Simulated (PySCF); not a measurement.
# Computed vibrations of [Pb2]2+

[Pb2]2+ (singlet). PySCF 2.14.0, RKS B3LYP, Pb def2-SVP with ECP60; non-relativistic Hamiltonian with scalar-relativistic core potentials where named; density fitting; no spin-orbit coupling. Central differences of gradients.

```xyz
2

Pb    0.0000    0.0000    1.7813
Pb    0.0000    0.0000   -1.7813
```

Run from Python with OMP_NUM_THREADS=2. Where DIIS fails, smearing, a level shift and second-order steps follow.
It took 3.4 s on 2 threads of Arm Neoverse V1, with other jobs on the host.

(1) What are the harmonic wavenumbers and infrared intensities?

(2) Is this a minimum?

Answers

(1) Modes are labelled in D∞h; negative numbers are unstable modes, those under 60 cm⁻¹ near the noise; a finer grid moves soft modes by up to 10 cm⁻¹.
```json
{"cm⁻¹": "78", "km/mol": "0.0", "symmetry": "σg+"}
```

(2) Yes. Ideal gas at 298.15 K and 1 bar: S = 283.7 J/(mol K), Cp = 37.3 J/(mol K), H − H(0 K) = 10.7 kJ/mol (rigid rotor, harmonic modes, spin degeneracy alone).
